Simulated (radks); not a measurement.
Removal energies from the xenon ion Xe9+, [Kr] 4d9, by Delta-SCF beside the eigenvalue of the level emptied. Calculated with a radial shooting solver on a logarithmic mesh with Libxc functionals: scalar-relativistic Kohn-Sham, r2SCAN, spin-polarised, spherical densities, finite nucleus; meta-GGA in the generalised Kohn-Sham scheme; Fermi nuclear charge, rms radius of each element as measured or else 0.836 A^(1/3) + 0.57 fm. Open shells are filled with parallel spins first.

removed from,final configuration,Delta-SCF (eV),-eigenvalue (eV)
4d,[Kr] 4d8,204.94,192.75
4p,[Ar] 3d10 4s2 4p5 4d9,291.95,278.90
4s,[Ar] 3d10 4s1 4p6 4d9,350.66,337.15
3d,[Ar] 3d9 4s2 4p6 4d9,827.98,799.69
